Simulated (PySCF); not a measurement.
PySCF calculation with GFN2-xTB structure and GIAO PBE0/pcSseg-1 shieldings; one conformer, non-relativistic Hamiltonian, gas phase, one averaged value for each set of equivalent atoms.

Scale: 1H and 13C against TMS (reference shieldings calculated alike). Shifts are as computed. Against solution values, carbons near 30 ppm lie about +3 ppm off and those near 130 ppm about +5 ppm. Of 1211 compounds with measured shifts, 218 miss one by over three times the rms of a fit or turn the order of signals round; such compounds aren't used in these exercises. OH and NH positions are gas-phase values without hydrogen bonding to other molecules.

(1) Order these molecules by the shift of their most deshielded carbon-bound hydrogen, lowest δ first.
A. COC(=O)c1cc[nH]n1
B. C1C[C@@H]2C[C@@H]2C1
C. C=C(F)[Si@H](C)[SiH3]
D. C[Si](Cl)(Cl)Cl

(2) Order these molecules by the shift of their most shielded carbon-bound hydrogen, lowest δ first.
A. C[Si](Cl)(Cl)Cl
B. C1C[C@@H]2C[C@@H]2C1
C. COC(=O)c1cc[nH]n1
D. C=C(F)[Si@H](C)[SiH3]

(3) How many 13C and 1H signals does each give (equivalence by symmetry and fast rotation, but not about amide C–N or C=N bonds)? `C1C[C@@H]2C[C@@H]2C1`, `C=C(F)[Si@H](C)[SiH3]`, `COC(=O)c1cc[nH]n1`, `C[Si](Cl)(Cl)Cl`

Results:

(1) D (0.85 ppm, hydrogen on a methyl carbon bonded to Si), B (1.81 ppm, hydrogen on an sp3 CH2 in a ring), C (5.72 ppm, hydrogen on a terminal =CH2 carbon), A (7.47 ppm, hydrogen on an aromatic CH next to a ring nitrogen).

(2) B (-0.06 ppm, hydrogen on a three-membered-ring carbon), D (0.32 ppm, hydrogen on a methyl carbon bonded to Si), A (0.85 ppm, hydrogen on a methyl carbon bonded to Si), C (4.09 ppm, hydrogen on a methyl carbon bonded to O).

(3) C1C[C@@H]2C[C@@H]2C1: 4 C, 7 H; C=C(F)[Si@H](C)[SiH3]: 3 C, 5 H; COC(=O)c1cc[nH]n1: 5 C, 4 H; C[Si](Cl)(Cl)Cl: 1 C, 1 H.
